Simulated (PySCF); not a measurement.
Method: TPSSh-D3(BJ)/def2-TZVP // r2SCAN-D4/def2-SVP in PySCF. Gas-phase values, no solvent. One relaxed conformer stands for a flexible species; it need not be the lowest. 

Reference species: [Nb(F)3(OH)2] (neutral, multiplicity 1).

```json
{
  "LUMO": "-2.93 eV",
  "mean_distance_from_the_central_atom_to_its_bonded_neighbours": "1.875 Å"
}
```

Changed species: [Nb(F)5] (0 of 5 F replaced by OH; the reference has 2 of 5 F replaced by OH).

### Question
What does the change do to the LUMO and mean distance from the central atom to its bonded neighbours?

### Answer
the LUMO falls by 0.97 eV, to -3.90 eV; the mean distance from the central atom to its bonded neighbours falls by 0.022 Å, to 1.853 Å.
